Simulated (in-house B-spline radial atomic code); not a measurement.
Configurations of Rb⁴⁺, with energies counted from [Ar] 3d10 4s2 4p3. Computed with an all-electron radial atomic-structure program (B-spline basis): scalar-relativistic (X2C) LC-wPBE, spin-polarised, spherical fractional occupations, exact exchange averaged over the configuration, Fermi nucleus of rms radius 4.2036 fm. Shells without spins written out take the highest spin.

Occupations are held fixed; configurations that lie above the ionisation limit could autoionise.

| configuration | E - E(ref) (eV) | highest orbital | its <r> (bohr) |
| --- | --- | --- | --- |
| [Ar] 3d10 4s2 4p2 5s1 | 32.963 | 5s up | 2.886 |
| [Ar] 3d10 4s1 4p3 5p1 | 52.25 | 5p up | 3.227 |
| [Ar] 3d10 4s1 4p3 4f1 | 59.231 | 4f up | 2.902 |
| [Ar] 3d9 4s2 4p3 5d1 | 148.64 | 5d up | 3.964 |
| [Ne] 3s2 3p5 3d10 4s2 4p3 5f1 | 277.49 | 5f up | 5.336 |

Task: Order these further configurations by energy, lowest first.
A. [Ar] 3d10 4s2 4p2 5f1
B. [Ar] 3d10 4s1 4p4
C. [Ar] 3d9 4s2 4p3 5p1
D. [Ne] 3s2 3p5 3d10 4s2 4p3 5s1
E. [Ar] 3d9 4s2 4p3 4f1

Result: B (18.027 eV), A (54.075 eV), C (140.43 eV), E (147.74 eV), D (255.8 eV).
